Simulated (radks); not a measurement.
Charge is removed step by step from the 4s down level of neutral vanadium, starting from [Ar] 3d3 4s(up 1, down 1). Calculated with a radial shooting solver on a logarithmic mesh with Libxc functionals: scalar-relativistic Kohn-Sham, BLYP, spin-polarised, spherical densities, point nucleus; open shells are filled with parallel spins first.

removed (e)  E - E(0) (eV)  eigenvalue (eV)
0                    0.000           -4.240
0.25                 1.232           -5.626
0.5                  2.817           -7.063
0.75                 4.767           -8.547

The mean slope of the eigenvalue, de/dn, is 5.74 eV per electron.
